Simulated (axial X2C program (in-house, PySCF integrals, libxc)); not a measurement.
## Curves of TmH from open-shell CI on f12 s1 d(πδ)1

Computed with an axial X2C code built on PySCF integrals: two-component X2C with atomic mean-field Coulomb and Gaunt terms, basis Tm dyall-v3z, H dyall-v3z (cores contracted in-house). Orbitals come from Hartree–Fock averaged over the configuration Tm f12 s1 d(πδ)1; CI then distributes these electrons over the f, s, d(πδ) shells of Tm, the count in the first shell held.

Scan along the bond; masses Tm 168.934 u, H 1.008 u. Energies in cm⁻¹ from the lowest point; levels are followed by energy order within each Ω. Lowest level at 2.018 Å: 86% f12 s2 + 10% f12 s1 d(πδ)1.

```
R (Å)  (1)Ω=0  (1)Ω=1  (1)Ω=2  (1)Ω=3  (1)Ω=4
1.877     118     143     240     456     831
1.947       0      29     132     351     719
2.018     211     242     350     568     928
2.099     783     816     926    1142    1490
2.179    1614    1648    1759    1971    2306
2.270    2796    2830    2939    3144    3463
2.381    4465    4498    4603    4797    5097
```

Problem. Fit the curves (1)Ω=0, (1)Ω=1, (1)Ω=2, (1)Ω=3, (1)Ω=4 near their minima.

Solution. From the open-shell CI curves, Te from the lowest:

```json
{"level": "(1)Ω=0", "Te (cm⁻¹)": "0", "Re (Å)": "1.936", "ωe (cm⁻¹)": "1513.1"}
{"level": "(1)Ω=1", "Te (cm⁻¹)": "28", "Re (Å)": "1.935", "ωe (cm⁻¹)": "1512.0"}
{"level": "(1)Ω=2", "Te (cm⁻¹)": "131", "Re (Å)": "1.934", "ωe (cm⁻¹)": "1508.7"}
{"level": "(1)Ω=3", "Te (cm⁻¹)": "349", "Re (Å)": "1.933", "ωe (cm⁻¹)": "1503.6"}
{"level": "(1)Ω=4", "Te (cm⁻¹)": "718", "Re (Å)": "1.935", "ωe (cm⁻¹)": "1497.3"}
```

Without dynamic correlation distances can be off by several hundredths of an Å (long for ionic bonds, short for multiple bonds) and the wavenumbers are rough.

The 5 lowest curves are shown; the next is (1)Ω=5, from 1224 cm⁻¹.

Dynamic correlation is missing, so gaps between terms are too wide and other configurations may lie lower; the lowest level listed is that of this model, not necessarily the ground state. The lowest levels belong to f12 s2, not to the averaged configuration, so orbitals and distance suit them less well. With the count in the first shell held, other counts are excluded: this configuration can lie several eV above the ground configuration of the molecule. At most 4 roots were kept for each Ω > 0 (twice that for Ω = 0) within 2.2 eV of the lowest, so higher up levels can be missing between those listed; levels with Ω > 0 are doubly degenerate and listed once, Ω = 0 levels singly. Some active spinors are only partly of the character that their shell is named for, so the shell names and counts are nominal.
